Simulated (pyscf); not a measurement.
`[F][SiH]([F])[SiH2]` [doublet] → `[F][SiH][SiH2][F]` [doublet], a group migration (doublet surface; F–Si broken, F–Si formed). Single points on ωB97X-D3(BJ)/def2-SVP structures (PySCF, gas phase). MP2 and CC: frozen core, UHF for open shells. ΔMP2 is the change of the MP2 total energy from the triple- to the quadruple-zeta basis. Energies in kcal/mol from the reactant's lowest minimum found.

Small-basis levels: PySCF, no dispersion term, spherical d functions. Open shells are spin-unrestricted. 

Task: Quick MP2/6-31G* single points give ΔE‡ = 48.0 kcal/mol and ΔE = +12.6 kcal/mol. What does CCSD(T)/def2-TZVPP + ΔMP2(QZVPP) give, and how far is the quick result from it?

Result: CCSD(T)/def2-TZVPP + ΔMP2(QZVPP) gives ΔE‡ = 46.6 kcal/mol and ΔE = +10.4 kcal/mol. MP2/6-31G* lies 1.4 kcal/mol over it in the barrier and 2.2 kcal/mol over it in the reaction energy, so on this step it holds to within 3.0 kcal/mol. CCSD(T)/def2-TZVPP + ΔMP2(QZVPP) has limits of its own. This is the saddle that the search found; another between the same sides may lie lower. The CCSD(T) − MP2 part came from Ansatz, without density fitting, on the same reference. A UHF reference is spin-contaminated (<S²> up to 0.85), which harms MP2 most.
